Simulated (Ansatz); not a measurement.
Stepwise reaction of `[NH]=[Ta]([OH])([OH])[Cl]` with ammonia, as a gas-phase model of exchange steps in deposition or etching. ΔE in kJ/mol; ΔG adds harmonic PBE0-D4 terms to CCSD(T)/CBS, at 1 bar.

Calculated with Ansatz (gas phase, PBE0-D4/def2-TZVP geometries, no zero-point term in ΔE). CCSD(T)/CBS is the MP2 limit (def2-TZVPP, def2-QZVPP) plus CCSD(T) − MP2 in def2-TZVPP, frozen cores. This one scheme is used for every species. Functionals use def2-TZVPP. B3LYP here is the variant with VWN-RPA as its local correlation; programs differ in this. Elements past krypton have def2 core potentials. For Ta outer-core shells are correlated without core-valence functions, which leaves a few kJ/mol of doubt a bond. Each species was taken in one conformer, which may not be the lowest.

```json
{"step": "1", "reaction": "`[NH]=[Ta]([OH])([OH])[Cl]` + NH₃ → `[NH]=[Ta]([NH2])([OH])[Cl]` + H₂O", "PBE-D4": "46.7", "B3LYP-D4": "48.0", "ωB97M-V": "48.3", "CCSD(T)/CBS": "41.7", "ΔG(400 K)": "39.2"}
{"step": "2", "reaction": "`[NH]=[Ta]([NH2])([OH])[Cl]` + NH₃ → `[NH]=[Ta]([NH2])([NH2])[Cl]` + H₂O", "PBE-D4": "51.4", "B3LYP-D4": "53.4", "ωB97M-V": "53.6", "CCSD(T)/CBS": "47.1", "ΔG(400 K)": "44.2"}
```

(1) By hand: ΔE of the 2 steps together at CCSD(T)/CBS.

Results:

(1) (41.7) + (47.1) = 88.8 kJ/mol, or 44.4 kJ/mol a step.

In ΔE each step is higher than the one before. All are uphill at CCSD(T)/CBS. ΔG lies between 39.2 and 44.2 kJ/mol a step. PBE-D4 differs from CCSD(T)/CBS by 4.3 to 5.0 kJ/mol a step. Isolated molecules leave out the surface, adducts and barriers. Largest T1 diagnostic: 0.018.
